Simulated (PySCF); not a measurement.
Si(H)(Cl)(Br)(NH2) (BrClH₃NSi), SMILES [SiH](N)(Cl)Br.

Geometry optimised at B3LYP-D3(BJ)/def2-SVP. This is a generated structure with no PubChem entry under its InChIKey; it may be hypothetical. Other conformers were not sampled.

Two levels are set side by side: TDDFT-PBE/def2-SVPD (PySCF) and TDDFT-LC-ωPBE/def2-SVPD (PySCF). Vertical, same geometry. The lowest singlet is HOMO→LUMO 99 % with PBE and HOMO→LUMO 57 % with the other functional; states are paired by order. Differences are taken from unrounded values.

```
quantity                               TDDFT-LC-ωPBE  TDDFT-PBE  TDDFT-PBE minus TDDFT-LC-ωPBE
-------------------------------------  -------------  ---------  -----------------------------
lowest singlet excitation (eV)                  7.25       5.67                          -1.58
lowest triplet excitation (TDA) (eV)            6.71       5.52                          -1.19
first bright state (f over 0.05) (eV)           8.44       7.00                          -1.44
its oscillator strength                         0.07       0.06                          -0.01
```

Functionals without exact exchange tend to place singlet excitations lower, as here. Differences between two approximate levels are no errors against the true value.

Rough cost on one machine, each run with all the roots and properties that it gave: TDDFT-LC-ωPBE against TDDFT-PBE about 7 times.
